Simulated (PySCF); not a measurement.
Si(Cl)2(OH)(NH2) (Cl₂H₃NOSi), SMILES N[Si](O)(Cl)Cl.

Geometry: PBE-D3(BJ)/def2-SVP. This is a generated structure with no PubChem entry under its InChIKey; it may be hypothetical. One conformer was computed; it need not be the lowest.

These are PBE/def2-TZVP (PySCF) values and carry that method's errors.

The molecule is in vacuum.

Computed frontier levels, gap, dipole moment and polarisability:
The highest occupied level comes out as -6.74 eV and the lowest empty level is -0.70 eV. The orbital gap comes out as 6.04 eV and the dipole moment comes out as 1.51 D. The quadrupole, principal values (traceless, Buckingham form, about the centre of nuclear charge) comes out as -10.55, -0.76, 11.31 D·Å, the mean static polarisability is 59.0 bohr³ (8.74 Å³) and the polarisability, principal values is 52.3, 59.6, 65.0 bohr³.
